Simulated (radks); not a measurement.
The numbers below are computed, except where a source is named.
Charge is removed step by step from the 2s down level of the fluorine ion F2+, starting from [He] 2s(up 1, down 1) 2p3. Code: a radial shooting solver on a logarithmic mesh with Libxc functionals. Model: non-relativistic Kohn-Sham, r2SCAN, spin-polarised, spherical densities, point nucleus; open shells are filled with parallel spins first; meta-GGA in the generalised Kohn-Sham scheme.

| removed (e) | E - E(0) (eV) | eigenvalue (eV) |
|---|---|---|
| 0 | 0.000 | -63.356 |
| 0.1 | 6.422 | -65.087 |
| 0.2 | 13.017 | -66.803 |
| 0.3 | 19.782 | -68.491 |
| 0.4 | 26.714 | -70.141 |
| 0.5 | 33.808 | -71.738 |
| 0.6 | 41.059 | -73.271 |
| 0.7 | 48.459 | -74.705 |
| 0.8 | 55.994 | -75.941 |
| 0.9 | 63.630 | -76.619 |

The mean slope of the eigenvalue, de/dn, is 14.7 eV per electron.
